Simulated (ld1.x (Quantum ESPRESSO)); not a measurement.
**u(r) = r·R(r): atom against pseudo-atom (Hf (Z = 72))**

Columns: radius, all-electron u(r) and pseudo u(r) of the 5p shell (level -34.41 eV) of hafnium in the configuration [Kr] 4d10 4f14 5s2 5p6 5d3 6s1 6p0; LDA (PZ), scalar-relativistic, ultrasoft scheme, ld1.x (Quantum ESPRESSO) 7.5.

| r (bohr) | all-electron | pseudo |
| --- | --- | --- |
| 0.110 | -0.2134 | -0.0223 |
| 0.220 | -0.1037 | -0.0871 |
| 0.330 | 0.4229 | -0.1878 |
| 0.440 | 0.4661 | -0.3147 |
| 0.550 | 0.1646 | -0.4553 |
| 0.660 | -0.2214 | -0.5968 |
| 0.770 | -0.5537 | -0.7263 |
| 0.880 | -0.7883 | -0.8333 |
| 0.990 | -0.9265 | -0.9100 |
| 1.100 | -0.9864 | -0.9524 |
| 1.210 | -0.9891 | -0.9601 |
| 1.320 | -0.9532 | -0.9365 |
| 1.430 | -0.8934 | -0.8874 |
| 1.540 | -0.8205 | -0.8205 |
| 1.650 | -0.7422 | -0.7438 |
| 1.760 | -0.6636 | -0.6645 |
| 1.870 | -0.5878 | -0.5879 |
| 1.980 | -0.5169 | -0.5169 |
| 2.090 | -0.4519 | -0.4519 |
| 2.200 | -0.3931 | -0.3931 |
| 2.310 | -0.3406 | -0.3406 |
| 2.420 | -0.2942 | -0.2942 |
| 2.530 | -0.2534 | -0.2534 |
| 2.640 | -0.2177 | -0.2177 |
| 2.750 | -0.1867 | -0.1867 |
| 2.860 | -0.1598 | -0.1598 |

Task: How many radial nodes do the two functions have?

Result: The all-electron 5p function has n − l − 1 = 3 (the table is too coarse to show those close to the nucleus); the pseudo-wave has 0, since the states of the same l below it are removed with the core.

Task: At about which radius was the pseudo-wave matched?

Result: 1.95 bohr, where the columns begin to agree (steps of 0.11 bohr).

Task: Where does each function peak?

Result: Outermost all-electron maximum near 1.21 bohr, pseudo maximum near 1.21 bohr (to the table’s step).

Task: Is the pseudo-wave norm-conserving?

Result: No, it belongs to an ultrasoft set: the norm inside the radius is not constrained, and the difference is carried by the augmentation charge.
